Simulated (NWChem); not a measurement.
# GaH$_{3}$O$_{2}$; SMILES [OH][GaH][OH]

```xyz
6

Ga    -0.3253    -0.0444     0.0000
H     -1.8842    -0.0380     0.0000
O      0.5689    -1.6026     0.0000
H      1.5332    -1.4535     0.0000
O      0.7710     1.3904     0.0000
H      0.2812     2.2330     0.0000
```
Atoms are numbered in this order, from 1.

Computed with NWChem. Pople sets run with spherical d functions. Coordinates come from a PBE-D3(BJ)/def2-SVP optimisation. B3LYP is NWChem's, with the RPA form of VWN correlation. Vzz is the largest principal value of the second derivative of the potential at the nucleus (NWChem prints the opposite sign); η is the asymmetry. Non-relativistic.

```json
[
 {"level": "B3LYP/def2-TZVP", "Vzz Ga1 (a.u.)": "2.658", "η Ga1": "0.31", "Vzz O3 (a.u.)": "1.279", "η O3": "0.58", "Vzz O5 (a.u.)": "1.300", "η O5": "0.58", "relative time": "6"},
 {"level": "B3LYP/def2-SVP", "Vzz Ga1 (a.u.)": "1.903", "η Ga1": "0.45", "Vzz O3 (a.u.)": "1.307", "η O3": "0.56", "Vzz O5 (a.u.)": "1.329", "η O5": "0.58", "relative time": "2"},
 {"level": "Hartree-Fock/cc-pVTZ", "Vzz Ga1 (a.u.)": "2.909", "η Ga1": "0.29", "Vzz O3 (a.u.)": "1.374", "η O3": "0.52", "Vzz O5 (a.u.)": "1.381", "η O5": "0.56", "relative time": "20"},
 {"level": "Hartree-Fock/6-31G*", "Vzz Ga1 (a.u.)": "2.351", "η Ga1": "0.31", "Vzz O3 (a.u.)": "1.362", "η O3": "0.61", "Vzz O5 (a.u.)": "1.387", "η O5": "0.62", "relative time": "1"}
]
```

The last column is a rough cost ratio, cheapest run = 1.
